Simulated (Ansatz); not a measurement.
Geometry optimisation, RKS BHLYP-D4/def2-mTZVP in Ansatz.

Input:

```yaml
crystal:
  periodic: [false, false, false]
  atoms:
    - { symbol: Si, position_ang: [-0.5451, 0.716, -0.9444] }
    - { symbol: "N", position_ang: [0.2245, -1.0803, -0.1225] }
    - { symbol: H, position_ang: [-0.7379, 0.0863, -2.2841] }
    - { symbol: H, position_ang: [-1.9151, 0.8744, -0.4895] }
    - { symbol: H, position_ang: [0.6073, 1.568, -1.1828] }
    - { symbol: H, position_ang: [0.4256, 0.7303, 1.6948] }
    - { symbol: F, position_ang: [-0.2197, 1.374, 0.92] }
    - { symbol: H, position_ang: [0.7474, -0.825, 1.0786] }
    - { symbol: F, position_ang: [1.0158, -0.2321, 2.0943] }
    - { symbol: H, position_ang: [-0.5243, -1.7487, -0.0219] }
    - { symbol: H, position_ang: [0.9214, -1.463, -0.7425] }
basis:
  gaussian: { orbitals: def2-mTZVP }
hamiltonian:
  xc: { name: BHLYP }
  dispersion: d4
relax:
  f_tol: 0.15
  max_steps: 25
  restrain:
    - { distance: [0, 6], at: 2.98, k: 30.0 }
    - { distance: [5, 8], at: 2.18, k: 30.0 }
    - { distance: [7, 1], at: 2.32, k: 30.0 }
    - { distance: [0, 1], at: 1.82, k: 30.0 }
    - { distance: [5, 6], at: 0.88, k: 30.0 }
    - { distance: [7, 8], at: 0.88, k: 30.0 }
```

Run as:

```bash
$ ansatz run input.yaml --threads 2 --pin off --max-ram 3072MiB --backend cpu --events-out ev --progress --plain --runs-dir out
```

**Question.** Where does it end, and by what steps?

**Answer.** The run converged. The restraints hold the end off the free minimum. After 10 steps the energy has fallen by 0.852 eV (the restraints' own energy left out); H6 moved furthest, 0.75 Å. Joined: H6–F7 (1.20 → 0.91 Å), H8–F9 (1.21 → 0.91 Å).

```csv
step,energy less start (eV),largest force component (eV/Å),accepted
0,0.0000,2.745,yes
1,-0.3334,2.104,yes
2,0.5646,7.627,yes
3,-0.3033,3.348,yes
4,-0.6851,1.548,yes
5,-0.7463,1.206,yes
6,-0.7966,1.306,yes
7,-0.8452,1.293,yes
8,-0.8439,1.267,yes
9,-0.8486,0.944,no
10,-0.8522,1.277,yes
```

```xyz
11
Properties=species:S:1:pos:R:3
Si -0.532 0.390 -1.254
N 0.053 -1.114 -0.474
H -0.800 0.160 -2.691
H -1.786 0.769 -0.603
H 0.511 1.414 -1.159
H 0.279 1.363 2.072
F -0.255 1.694 1.416
H 1.074 -0.812 1.569
F 1.375 -0.490 2.367
H -0.677 -1.769 -0.249
H 0.761 -1.606 -0.993
```

Time of the run: 29 s on 2 threads of Arm Neoverse V1, with other jobs on the host, peak memory 0.19 GiB.
